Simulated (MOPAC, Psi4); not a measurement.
Intermolecular potential of C2H6O ··· COS (SMILES COC and O=C=S). Monomers: optimised at B3LYP-D3(BJ) (def2-TZVP), held rigid. Orientation: lowest of the rigid-body minima from ten starts at GFN2-xTB. Only R, the distance of the centres of mass, is varied, so the lowest point isn't the relaxed dimer.

- MP2/aug-cc-pVDZ = DF-MP2/aug-cc-pVDZ, frozen core, counterpoise-corrected (Psi4)
- B3LYP/def2-TZVP, counterpoise-corrected (Psi4)
- PM7, restricted, heats of formation (MOPAC)
- SAPT0/jun-cc-pVDZ, frozen core (Psi4)

Interaction energies in kJ/mol:

```tsv
R / Å	MP2/aug-cc-pVDZ	B3LYP/def2-TZVP	PM7
2.73	43.48	59.52	13.52
2.89	15.96	31.27	-0.59
3.11	-2.21	11.15	-7.41
3.31	-8.27	3.04	-8.78
3.53	-9.70	-0.48	-8.80
3.70	-9.18	-1.36	-8.52
3.99	-7.29	-1.43	-7.79
4.29	-5.31	-1.02	-6.71
4.80	-2.94	-0.50	-4.49
5.51	-1.32	-0.25	-2.32
6.49	-0.49	-0.12	-1.07
7.84	-0.15	-0.03	-0.40
```

**Question.** Predict the corresponding SAPT0/jun-cc-pVDZ column.

**Answer.** 2.73: 31.85; 2.89: 8.33; 3.11: -6.48; 3.31: -10.73; 3.53: -11.01; 3.70: -9.97; 3.99: -7.65; 4.29: -5.49; 4.80: -3.05; 5.51: -1.39; 6.49: -0.53; 7.84: -0.16 (kJ/mol).
